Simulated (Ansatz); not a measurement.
# Worked example: C2H4Cl2Si + SnH2Cl → C2H4ClSi + SnH2Cl2

Species: C2H4Cl2Si `C=C[SiH](Cl)Cl`, singlet; SnH2Cl `[Cl][SnH2]`, doublet; C2H4ClSi `C=C[SiH]Cl`, doublet; SnH2Cl2 `[Cl][SnH2][Cl]`, singlet. A radical takes Cl: the energy is the difference in strength between the Si–Cl bond broken and the Sn–Cl bond made.

Shapes, held fixed at every level: PBE0-D4/def2-TZVP. Flexible molecules stand in one conformer, not always the lowest. Programs: Ansatz 0.2.0. The zero-point and thermal change to 298 K, harmonic and unscaled (PBE0-D4/def2-TZVP), is -0.6 kJ/mol.

At CCSD(T)/def2-TZVPP; 1 Eh = 2625.50 kJ/mol:

```
  species   energy (Eh)
C2H4Cl2Si  -1287.070148
   SnH2Cl   -674.578304
 C2H4ClSi   -827.229722
  SnH2Cl2  -1134.386865
```

**Question.** Work out ΔH(298 K) of the reaction at this level.

**Answer.** 
1. Products less reactants: (-827.229722) + (-1134.386865) − [(-1287.070148) + (-674.578304)] = 0.031865 Eh = +83.7 kJ/mol.
2. With the thermal change: +83.7 + (-0.6) = +83.1 kJ/mol.

Other levels give +76.5 (PBE-D4/def2-TZVPP) to +96.7 kJ/mol (MP2/def2-SVP). No measured value is set beside it here. Spin contamination: C2H4ClSi (⟨S²⟩ up to 0.87). Open shells run unrestricted. For atoms past krypton def2 sets carry core potentials with scalar relativity. Outer-core shells of Sn are correlated, in sets that cover them unevenly.
